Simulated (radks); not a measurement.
Spherical quantum dot in the effective-mass picture: electrons in a parabolic well V = omega^2 r^2 / 2 with omega = 3.76, all in effective atomic units (hartree* = m*/eps^2 hartree, bohr* = eps/m* bohr), one dielectric constant everywhere. Method: non-relativistic Kohn-Sham, LDA (Slater exchange, Perdew-Wang correlation), spin-polarised, spherical densities; computed with a radial shooting solver with Libxc functionals. Levels are named by radial order and angular momentum (1s, 1p, 1d, 2s, ...), and open shells are averaged over m.

N = 2, configuration 1s2. This is the lowest configuration that the search found. Occupied and some empty levels:

level  occupation  eigenvalue (hartree*)  <r> (bohr*)
1s              2                 7.7088       0.6049
1p              0                 11.202       0.7956
1d              0                 14.785       0.9473
2s              0                 14.928       0.8831

Energy (hartree*): total 12.8832, kinetic 5.2430, external 6.0702, Hartree 2.9744, exchange-correlation -1.4044. Static polarisability (adiabatic kernel): 0.1415 bohr*^3, against N/omega^2 = 0.1415 from the generalised Kohn theorem.

Electron density:

r (bohr*)  n(r) (e/bohr*^3)
0.0262                2.252
0.125                 2.145
0.224                 1.915
0.323                 1.602
0.421                 1.253
0.520                0.9150
0.619                0.6228
0.718                0.3945
0.817                0.2323
0.915                0.1271
1.01                0.06464
1.11                0.03043
1.21                0.01329
1.31               0.005388
